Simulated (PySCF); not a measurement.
**What an electron can do to SbCl**

r²SCAN in PySCF with def2-TZVPPD on every atom (core potentials on Sb), for the lowest determinant that a PBE0 search found; no spin–orbit coupling.

| species | state (unpaired electrons) | Re (Å) | ωe (cm⁻¹) | energy of the minimum from the neutral (eV) | De (eV) | dissociates to |
| --- | --- | --- | --- | --- | --- | --- |
| SbCl | triplet (π ↑↑) | 2.345 | 370 | 0.00 | 3.27 | Sb + Cl |
| SbCl⁺ | doublet (π ↑) | 2.243 | 446 | 8.64 | 3.80 | Sb⁺ + Cl |
| SbCl⁻ | doublet (π ↑) | 2.483 | 283 | -1.21 | 0.87 | Sb + Cl⁻ |

**Question.** Work out the lowest energy to break SbCl into atoms, from its vibrational ground state.

**Answer.** D0 = De − ωe/2 = 3.27 − 0.02 = 3.25 eV (r²SCAN/def2-TZVPPD).

**Question.** Work out the ionisation energy of the Sb atom at this level and the threshold of dissociative ionisation.

**Answer.** IE(Sb) = 8.64 + 3.80 − 3.27 = 9.17 eV, so Sb⁺ + Cl + e⁻ appears at D0 + IE(Sb) = 12.42 eV (r²SCAN/def2-TZVPPD). The measured IE(Sb) is 8.608 eV (NIST ASD).

**Question.** Work out the electron affinity of the Cl atom and the threshold of dissociative attachment.

**Answer.** EA(Cl) = 3.27 − 0.87 − (-1.21) = 3.61 eV, so Sb + Cl⁻ needs D0 − EA(Cl) = -0.36 eV (negative: it is exothermic at zero electron energy) (r²SCAN/def2-TZVPPD). The measured EA(Cl) is 3.613 eV.

**Question.** At which energy does ion-pair formation open?

**Answer.** Sb⁺ + Cl⁻ lies at D0 + IE(Sb) − EA(Cl) = 8.81 eV (r²SCAN/def2-TZVPPD).

These are thermodynamic thresholds; the onsets seen under electron impact lie higher where the geometry changes, and cross-sections peak well above them.

These are scalar-relativistic numbers at best; spin–orbit coupling would shift them, the dissociation energy most. For an ion De counts to the pair picked by the measured ionisation energies or electron affinities, which need not be the lowest pair at this level. The highest Kohn–Sham level is positive in this anion. Much of that is self-interaction error, but it also means that the finite basis helps to hold the extra electron. States were picked by a PBE0 search and need not be the measured ground states.
